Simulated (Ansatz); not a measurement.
Reaction (formal hydrolysis of the Al–Si bond): `O[SiH2][AlH][SiH3]` + H₂O → `[OH][AlH][SiH3]` + `O[SiH3]`

Program: Ansatz. Geometries: PBE0-D4/def2-TZVP. ΔE: electronic, gas phase. CCSD(T)/CBS adds triple-zeta CCSD(T) − MP2 to the extrapolated MP2 energy (def2 sets, frozen cores). This one scheme is used for every species. Functionals use def2-TZVPP. One conformer a species, not always the lowest.

```json
{"level": "PBE-D4", "ΔE (kcal/mol)": "-30.3"}
{"level": "ωB97M-V", "ΔE (kcal/mol)": "-37.0"}
{"level": "PBE", "ΔE (kcal/mol)": "-31.2"}
{"level": "SCS-MP2/def2-TZVPP", "ΔE (kcal/mol)": "-39.0"}
```

What does CCSD(T)/CBS give? (An estimate is asked.)

Computed: -35.2 kcal/mol. The listed levels differ from it by 4.9, -1.8, 4.0, -3.8 kcal/mol.

Largest T1 diagnostic among the species: 0.014.

From PBE to PBE0 (25 % exact exchange), in def2-TZVPP and without D4, ΔE moves by −1.0 kcal/mol. The D4 term adds +1.4 kcal/mol with B3LYP and +0.9 kcal/mol with PBE0; it sums over pairs of atoms, weighted by their polarisabilities, and B3LYP, whose exchange is more repulsive, gets the larger term.

B3LYP here is the variant with VWN-RPA as its local correlation; programs differ in this.
